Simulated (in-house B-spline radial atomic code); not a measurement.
RPA and G0W0 for neutral mercury, [Xe] 4f14 5d10 6s2, as one setting changes: the share of exact exchange in the PBE hybrid start. A dash marks a level of low quasi-particle weight. Computed with an all-electron radial atomic-structure program (B-spline basis): all electrons, scalar-relativistic (spin-free one-electron X2C), finite nucleus, each spin shell either full or empty, empty states to l = 9 with an (l + 1/2)⁻⁴ tail; G0W0 by contour deformation at full frequency.

Without the two-electron picture change, the correlation of inner shells comes somewhat too large for so heavy an element.

```tsv
share of exact exchange in the PBE hybrid start	mean-field level (eV)	G0W0 level (eV)	RPA correlation (Eh)
0	-6.799	6s -10.617	-7.2359
0.1	?	?	?
0.2	-7.391	6s -10.595	-7.1252
0.3	-7.684	6s -10.565	-7.0724
0.4	-7.977	6s -10.528	-7.0211
0.5	-8.267	6s -10.487	-6.9712
0.6	-8.557	6s -10.442	-6.9227
0.7	-8.844	6s -10.395	-6.8753
0.8	-9.130	6s -10.346	-6.8292
0.9	?	?	?
1	-9.696	6s -10.246	-6.7401
```

Q: What belongs in the row for 0.9?

A: mean-field level (eV): -9.414; G0W0 level (eV): 6s -10.296; RPA correlation (Eh): -6.7841.

Q: What belongs in the row for 0.1?

A: mean-field level (eV): -7.096; G0W0 level (eV): 6s -10.614; RPA correlation (Eh): -7.1797.
